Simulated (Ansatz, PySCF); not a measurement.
Energy difference R1 → P1 + P2, each structure at its B3LYP-D3(BJ)/def2-TZVP stationary point, reached from a drawn start (curvature not checked).
R1: CH6GeO3 (SMILES [CH3][Ge]([OH])([OH])[OH]), charge 0, multiplicity 1.
P1: CH3 (SMILES [CH3]), charge 0, multiplicity 2.
P2: GeH3O3 (SMILES [OH][Ge]([OH])[OH]), charge 0, multiplicity 2.

P less R. No zero-point or thermal terms; singlets are restricted closed shells; open shells are unrestricted; no spin–orbit coupling. One arrangement of each flexible species, with no search for the lowest.

Frozen-core correlation throughout. In cc and def2 sets filled d and f shells under p-block atoms count as core.

The values were computed with Ansatz (a program for electronic structure) with Gaussian orbitals; PySCF for the D3/D4 terms. All values are computed, each at the level named.

The comparison value is 366.5 kJ/mol (CCSD(T)/cc-pVTZ). It is a level with limits of its own, not the exact answer.

### Question
Order these levels by how close they come to the comparison value for the reaction energy, closest first: BLYP-D4/def2-TZVPP, BLYP/def2-TZVPP, revPBE/def2-TZVPP, CAM-B3LYP-D3(BJ)/def2-TZVPP, PBE0/def2-TZVPP. Give each level's value less the comparison value.

### Answer
CAM-B3LYP-D3(BJ)/def2-TZVPP (-13.2 kJ/mol), PBE0/def2-TZVPP (-16.6 kJ/mol), BLYP-D4/def2-TZVPP (-42.6 kJ/mol), revPBE/def2-TZVPP (-51.7 kJ/mol), BLYP/def2-TZVPP (-57.6 kJ/mol)
